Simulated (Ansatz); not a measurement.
SiNH4O2 (SMILES N[Si](O)O): the energy to break a bond

SiNH4O2 has 8 atoms, charge 0, and is taken as a doublet. SMILES: `N[Si](O)O`. Geometry: optimised at PBE0/def2-SVP. This is one conformer, not always the lowest.

```xyz
8

N    -0.5021    1.2769    0.1282
Si    0.0960   -0.2439   -0.3827
O     1.6593   -0.2895    0.2096
O    -0.9674   -1.3479    0.2862
H     0.0707    2.1094    0.0659
H    -1.4941    1.4787    0.1116
H     2.2554   -0.8592   -0.2853
H    -1.0257   -2.1818   -0.1892
```

Wanted: the dissociation energy of the H8–O4 bond into doublet H and singlet SiNH3O2 (shapes relaxed at PBE0/def2-SVP, no zero-point term). 1 Eh = 2625.50 kJ/mol = 27.2114 eV. Totals in Eh; open shells run unrestricted unless said.

```tsv
level	program	SiNH4O2	doublet H	singlet SiNH3O2
UBLYP/def2-SVP	Ansatz	-496.859446	-0.496404	-496.288195
U-wB97M-V/def2-SVP	Ansatz	-496.820811	-0.491712	-496.250422
RPA@PBE/def2-SVP, 8 core orbitals frozen	Ansatz	-496.181998	-0.512310	-495.597079
```

Work out the dissociation energy at each level.


1. UBLYP/def2-SVP: (-0.496404) + (-496.288195) − (-496.859446) = 0.074847 Eh = 196.5 kJ/mol = 2.04 eV.
2. U-wB97M-V/def2-SVP: (-0.491712) + (-496.250422) − (-496.820811) = 0.078677 Eh = 206.6 kJ/mol = 2.14 eV.
3. RPA@PBE/def2-SVP: (-0.512310) + (-495.597079) − (-496.181998) = 0.072609 Eh = 190.6 kJ/mol = 1.98 eV.

The levels span 191 to 207 kJ/mol; no measured value is set beside them. A fragment with an even electron count was run as a singlet and may have a lower triplet. A bond enthalpy at 298 K also holds the loss of zero-point energy and thermal terms.
